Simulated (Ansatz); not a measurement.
`B[SiH2]OBF` + H₂ → `BO[SiH2]B` + H–F at 700 K and 1 bar (hydrogenolysis of a B–F bond).

Calculated with Ansatz (gas phase, PBE0-D4/def2-TZVP geometries, no zero-point term in ΔE). CCSD(T)/CBS adds triple-zeta CCSD(T) − MP2 to the extrapolated MP2 energy (def2 sets, frozen cores). This one scheme is used for every species. Each species was taken in one conformer, which may not be the lowest.

| species | CCSD(T)/CBS energy (Eh) | H − E (kJ/mol) | S (J/(mol·K)) |
| --- | --- | --- | --- |
| `B[SiH2]OBF` | -516.74846 | 231.2 | 478.7 |
| H₂ | -1.17544 | 46.8 | 155.3 |
| `BO[SiH2]B` | -417.47687 | 240.1 | 448.0 |
| H–F | -100.39570 | 45.2 | 198.5 |

H − E and S are ideal-gas, rigid-rotor, harmonic terms from PBE0-D4/def2-TZVP, for one conformer and one mirror image of each species. The MP2-based limit puts H₂ 0.8 mEh under its directly extrapolated value; such offsets cancel only in part. 1 Eh = 2625.50 kJ/mol, R = 8.31446 J/(mol·K).

Problem. By hand: ΔE, ΔH, ΔS and ΔG.

Solution. ΔE = (-417.47687) + (-100.39570) − (-516.74846) − (-1.17544) = 0.05133 Eh = 134.8 kJ/mol. Δ(H − E) = 240.1 + 45.2 − 231.2 − 46.8 = 7.3, so ΔH = 142.1 kJ/mol. ΔS = 448.0 + 198.5 − 478.7 − 155.3 = 12.5 J/(mol·K). ΔG = 142.1 − 700 × (12.5)/1000 = 133.3 kJ/mol.

Problem. By hand: the equilibrium constant, and the temperature at which ΔG would vanish if ΔH and ΔS stayed fixed.

Solution. log₁₀ K = −ΔG/(RT ln 10) = -9.9. ΔG = 0 at ΔH/ΔS = 11368 K, far beyond where these terms or the molecules hold.

The number of gas molecules stays the same, so ΔS is small and ΔH decides. A doubt of 5 kJ/mol in ΔE shifts log₁₀ K by 0.4 here. Other conformers and mirror images would add mixing entropy, several J/(mol·K) or more a flexible species. Modes under 60 cm⁻¹, often nearly free rotors, make the harmonic entropy too high. These are equilibria of isolated gas molecules and say nothing of rates. Largest T1 diagnostic: 0.013 (customary marks: 0.02 for closed shells, 0.045 for open ones).
